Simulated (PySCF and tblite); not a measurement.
Results of a calculation; reference values are marked as such.
2 diastereomers of C₅H₁₁FSSi, numbered alike:

```csv
isomer,SMILES,descriptors (one enantiomer)
A,[CH3:1][S:2][C@@H:3]1[CH2:4][C@H:5]([F:6])[CH2:7][SiH2:8]1,"3R, 5S"
B,[CH3:1][S:2][C@H:3]1[CH2:4][C@H:5]([F:6])[CH2:7][SiH2:8]1,"3S, 5S"
```

Protocol: conformer search, at most 5 conformers an isomer, GFN2-xTB geometries, energies B3LYP/pcSseg-1 (IEF-PCM, tetrahydrofuran) (D3(BJ) added where defined), weights at 298.15 K with GFN2-xTB thermal terms. Programs: PySCF with density fitting and tblite.

Q: Rank the isomers by free energy at 298.15 K.

A: 
```csv
isomer,ΔG (kcal/mol),"ΔE, lowest conformer",conformers,largest weight %,rms dipole (D)
B,0.0,0.0,5,64,2.08
A,0.8,1.0,5,44,2.91
```

ΔG is for one enantiomer.

Q: If they could interconvert freely, what would the mixture hold (chiral isomers as racemates)?

A: B 79 %, A 21 %. A racemate gains RT ln 2.
